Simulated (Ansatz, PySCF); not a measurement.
This Ansatz (a quantum-chemistry and plane-wave program) input computes a PBE0/def2-TZVPD energy:

Ansatz 0.2 input:
```yaml
crystal:
  periodic: [false, false, false]
  atoms:
    - {symbol: C, position_ang: [-2.22668425, -0.13517581, -0.01903695]}
    - {symbol: C, position_ang: [-0.74225317, -0.20239316, 0.14181721]}
    - {symbol: C, position_ang: [-0.01911908, -1.02540948, 0.96438830]}
    - {symbol: C, position_ang: [1.36205259, -0.77820648, 0.82236165]}
    - {symbol: C, position_ang: [1.74568159, 0.16972963, -0.04511369]}
    - {symbol: S, position_ang: [0.30454438, 0.83879899, -0.76989646]}
    - {symbol: H, position_ang: [-2.61582906, 0.85256276, 0.23739355]}
    - {symbol: H, position_ang: [-2.70184060, -0.86471889, 0.63675909]}
    - {symbol: H, position_ang: [-2.53158165, -0.35466550, -1.04455126]}
    - {symbol: H, position_ang: [-0.46242922, -1.75657614, 1.62380616]}
    - {symbol: H, position_ang: [2.72090424, 0.53134573, -0.32156334]}
basis:
  gaussian:
    orbitals: def2-TZVPD
hamiltonian:
  xc: {name: PBE0}
magnetization: {spin_polarized: true, initial_magnetization: 1}
output: {forces: true}
```

Problem. Write an input for the same energy in PySCF and say what it gives.

Solution. 
```python
from pyscf import gto, scf, dft

mol = gto.M(
    atom='''
    C    -2.22668425   -0.13517581   -0.01903695
    C    -0.74225317   -0.20239316    0.14181721
    C    -0.01911908   -1.02540948    0.96438830
    C     1.36205259   -0.77820648    0.82236165
    C     1.74568159    0.16972963   -0.04511369
    S     0.30454438    0.83879899   -0.76989646
    H    -2.61582906    0.85256276    0.23739355
    H    -2.70184060   -0.86471889    0.63675909
    H    -2.53158165   -0.35466550   -1.04455126
    H    -0.46242922   -1.75657614    1.62380616
    H     2.72090424    0.53134573   -0.32156334
    ''',
    basis='def2-tzvpd',
    charge=0,
    spin=1,
    verbose=4,
)

mf = dft.UKS(mol, xc='pbe0').density_fit(auxbasis='def2-universal-jkfit')
mf.grids.level = 3
mf.conv_tol = 1e-9
mf.max_cycle = 100
mf.max_memory = 1500
mf.kernel()
if not mf.converged:
    mf = mf.newton()
    mf.kernel(mf.make_rdm1())
for _ in range(2):
    mo, _, stable, _ = mf.stability(return_status=True)
    if stable:
        break
    mf.kernel(mf.make_rdm1(mo, mf.mo_occ))
mf.analyze()
```
It gives -591.34820 Eh, and Ansatz -591.34816 Eh, a difference of 0.04 mEh, from the treatment of integrals and grids.

It need not be the lowest isomer of its formula.
